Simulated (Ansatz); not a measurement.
`[BH2][GeH2][OH]` from Hartree–Fock to CCSD(T)

```xyz
8

B     1.318    0.545   -0.621
Ge   -0.383    0.074    0.421
O    -1.142   -1.345   -0.365
H     1.658   -0.086   -1.574
H     1.985    1.471   -0.270
H    -1.403    1.239    0.436
H    -0.083   -0.278    1.899
H    -1.949   -1.620    0.074
```

The species carries charge 0 and has multiplicity 1. Correlated methods include outer-core shells of Ge, which these sets cover unevenly. Scalar relativity is left out up to krypton. The structure was optimised at the PBE0-D4/def2-TZVP level. It is one conformer, not always the lowest. Frozen core, restricted reference, Ansatz 0.2.0.

| basis | HF (Eh) | MP2 corr. | CCSD corr. | (T) | CCSD(T) total |
| --- | --- | --- | --- | --- | --- |
| def2-SVP | -2177.45970 | -0.50329 | -0.53238 | -0.01282 | -2178.00490 |
| def2-TZVPP | -2177.85357 | -0.60383 | -0.63139 | -0.02121 | -2178.50617 |
| def2-QZVPP | -2177.90077 | -0.89407 | – | – | – |
